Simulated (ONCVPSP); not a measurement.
## u(r) = r·R(r): atom against pseudo-atom (Gd)

Columns: radius, all-electron u(r) and pseudo u(r) of the 6s shell (level -3.67 eV) of gadolinium in the configuration [Xe] 4f7 5d2 6s1; PBE, scalar-relativistic, ONCV scheme, ONCVPSP 4.0.1.

| r (bohr) | all-electron | pseudo |
| --- | --- | --- |
| 0.180 | -0.1057 | 0.0135 |
| 0.360 | 0.1198 | 0.0278 |
| 0.540 | 0.1014 | 0.0437 |
| 0.720 | -0.0878 | 0.0623 |
| 0.900 | -0.2208 | 0.0848 |
| 1.080 | -0.2499 | 0.1120 |
| 1.260 | -0.1999 | 0.1440 |
| 1.440 | -0.1054 | 0.1805 |
| 1.620 | 0.0065 | 0.2203 |
| 1.800 | 0.1182 | 0.2620 |
| 1.980 | 0.2203 | 0.3043 |
| 2.160 | 0.3082 | 0.3464 |
| 2.340 | 0.3807 | 0.3876 |
| 2.520 | 0.4382 | 0.4275 |
| 2.700 | 0.4820 | 0.4649 |
| 2.880 | 0.5137 | 0.4983 |
| 3.060 | 0.5350 | 0.5252 |
| 3.240 | 0.5473 | 0.5433 |
| 3.420 | 0.5522 | 0.5516 |
| 3.600 | 0.5509 | 0.5509 |
| 3.780 | 0.5443 | 0.5443 |
| 3.960 | 0.5335 | 0.5335 |
| 4.140 | 0.5193 | 0.5193 |
| 4.320 | 0.5023 | 0.5023 |
| 4.500 | 0.4834 | 0.4833 |
| 4.680 | 0.4629 | 0.4629 |

Question: How many radial nodes do the two functions have?

Answer: The all-electron 6s function has n − l − 1 = 5 (the table is too coarse to show those close to the nucleus); the pseudo-wave has 0, since the states of the same l below it are removed with the core.

Question: At about which radius was the pseudo-wave matched?

Answer: 3.60 bohr, where the columns begin to agree (steps of 0.18 bohr).

Question: Is the pseudo-wave norm-conserving?

Answer: Yes: the ONCV scheme keeps the norm inside the radius equal to the all-electron one, which fixes the energy derivative of the logarithmic derivative at the level.
